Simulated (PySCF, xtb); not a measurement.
C4HCl2F, SMILES C#CC(F)=C(Cl)Cl.

GFN2-xTB (xtb 6.7.1) at its own geometry gives an orbital gap of 3.41 eV and a dipole moment of 1.86 D.

Geometry optimised at PBE0-D3(BJ)/def2-SVP. The structure was generated by enumeration, and PubChem lists no compound with its InChIKey, so it may never have been made.

Question: What does r2SCAN/def2-TZVP run with PySCF give? (The exact figures need the calculation; the answer reports its results.)

Answer: gap 3.88 eV (levels -6.19 and -2.31 eV), dipole 1.44 D.
